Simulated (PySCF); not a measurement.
NICS in isomers of C7H8NPS.

NICS = −σ at a ghost point: NICS(0) at the centroid of the ring atoms, NICS(1) 1 Å to either side along the normal of their mean plane, zz for the tensor component along that normal. Level: GIAO PBE0/pcSseg-1 (PySCF, non-relativistic, gas phase) on the GFN2-xTB geometries, one conformer each. Atom numbers follow the mapped SMILES.

Problem. Order these rings by mean NICS(1)zz, lowest (most negative) first (ppm).
A. ring C5–C6–C7–C8–C9–N10 in `[CH2:1]=[CH:2][P@H:3](=[S:4])[c:5]1[cH:6][cH:7][cH:8][cH:9][n:10]1`
B. ring C3–C4–P5–C6–C7–N10 in `[CH2:1]=[CH:2][c:3]1[cH:4][p:5][cH:6][c:7]([S:8][CH3:9])[n:10]1`
C. ring C3–P4–C5–C6–S10 in `[CH:1]#[C:2][c:3]1[p:4][cH:5][c:6]([N:7]([CH3:8])[CH3:9])[s:10]1`

Solution. A (-28.2), B (-19.5), C (-18.0).

```csv
SMILES,ring,NICS(0),NICS(1),NICS(1)zz,HOMA,rms pucker (Å),ring atoms with four or more neighbours
C=C[P@H](=S)c1ccccn1,6-membered ring with N; formal bonds all aromatic,-7.3,-11.4,-28.2,1.00,0.00,0
C=Cc1cpcc(SC)n1,6-membered ring with N and P; formal bonds all aromatic,-4.2,-8.6,-19.5,0.95,0.00,0
C#Cc1pcc(N(C)C)s1,5-membered ring with P and S; formal bonds all aromatic,-10.2,-9.3,-18.0,0.72,0.01,0
```

NICS(0) gives another order. The isotropic NICS(1) gives another order. HOMA uses Krygowski's 1993 parameters. NICS(1) and NICS(1)zz are means over the two faces.
